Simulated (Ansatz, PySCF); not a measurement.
Species: sum formula BN2H3F, net charge -1, singlet state. It need not be the lowest isomer of its formula. Whether it binds its extra electron was not tested at this geometry. 
Geometry from a B3LYP-D3(BJ)/def2-TZVP (Ansatz, a quantum-chemistry and plane-wave program) optimisation:
SMILES: [NH-]B(F)N
```xyz
7

B      0.1146    -0.0812    -0.0089
F      0.2503     1.3128     0.2595
N      1.1100    -1.0113     0.0294
N     -1.2997    -0.3678    -0.3655
H      2.0170    -0.5945     0.2286
H     -1.9890     0.1883     0.1215
H     -1.5256    -1.3489    -0.2879
```
Charge -1, spin multiplicity 1.

Total electronic energies in hartree. Cores are frozen in the correlated levels unless marked. No spin-orbit coupling. Non-relativistic unless marked X2C. Basis-set limits of correlation are two-point, X^-3; Hartree-Fock from the larger set. The bracket is a focal-point correction in the basis named.

| level | program | energy (Eh) |
|---|---|---|
| HF/STO-3G | Ansatz | -231.55147 |
| HF/6-31G* | Ansatz | -234.84724 |
| RI-HF/aug-cc-pVTZ | Ansatz | -234.97282 |
| RI-HF/cc-pVQZ | Ansatz | -234.98358 |
| PBE-D3(BJ)/def2-TZVPD | Ansatz + dftd3 | -235.97841 |
| revPBE-D4/def2-TZVPD | Ansatz + dftd4 | -236.17770 |
| r2SCAN/def2-TZVPD | Ansatz | -236.12115 |
| B97M-V/def2-TZVPD | Ansatz | -236.19443 |
| PBE0/6-31G* | Ansatz | -235.83828 |
| PBE0-D3(BJ)/def2-TZVP | Ansatz + dftd3 | -235.97646 |
| r2SCANh/def2-TZVPD | Ansatz | -236.10808 |
| r2SCAN0-D4/def2-TZVPD | Ansatz + dftd4 | -236.09044 |
| r2SCAN0/def2-TZVPD | Ansatz | -236.08935 |
| M06-2X/def2-TZVPD | PySCF | ? |
| MP2/6-31G* | Ansatz | -235.42890 |
| MP2/cc-pVQZ | Ansatz | -235.83794 |
| SCS-MP2/aug-cc-pVTZ | Ansatz | -235.76962 |
| SCS-MP2/cc-pVTZ | Ansatz | -235.73544 |
| CCSD/6-31G | Ansatz | -235.19214 |
| CCSD/aug-cc-pVTZ | Ansatz | -235.79436 |
| CCSD/cc-pVTZ | Ansatz | -235.76368 |
| X2C-CCSD(T)/cc-pVTZ-DK | Ansatz | -235.94492 |
| RI-MP2/CBS(aug-cc-pVTZ,aug-cc-pVQZ)+[CCSD(T)-MP2]/aug-cc-pVTZ | Ansatz | -235.9332 |

### Question
Complete the blanks.

### Answer

- M06-2X/def2-TZVPD, energy (Eh): -236.15474
